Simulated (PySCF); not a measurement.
# A series of derivatives of O=CC[SiH2]O

Parent skeleton `[O:1]=[CH:2][CH2:3][SiH2:4][OH:5]`; one hydrogen on atom 2 is replaced by X. Hydrogens on one atom are averaged.

- GFN2-xTB structure
- PBE0/pcSseg-1 with gauge-including orbitals
- program: PySCF 2.14.0 with density-fitted response routines
- gas phase, one averaged value for each set of equivalent atoms, relativity neglected, a single conformation

Referencing at the same level of theory: 17O against H2O; TMS for 13C, 29Si, 1H.

Parent (X = H): O1 674.1, C2 209.8, C3 39.1, Si4 -35.3, O5 11.3, H(C3) 2.44, H(Si4) 5.03 ppm. Effects are Δδ = δ(X) − δ(H), positive for deshielding.

Problem. Order these by the shift of C2, most shielded first.
A. X = CH3
B. X = iPr
C. X = CF3
D. X = propynyl

Solution. D (-15.7 ppm), C (-13.4 ppm), A (+6.8 ppm), B (+14.1 ppm).

Problem. Order these by the shift of C3, most shielded first.
A. X = propynyl
B. X = 2-furyl
C. X = CF3

Solution. B (-6.9 ppm), C (-2.3 ppm), A (+2.1 ppm).

Unscaled 17O shifts of doubly bonded oxygen tend to come out too high, by tens of ppm or more. Experimental scales use liquid or dissolved standards, which lie at an offset from isolated H2O (liquid H2O: subtract about 36 ppm).
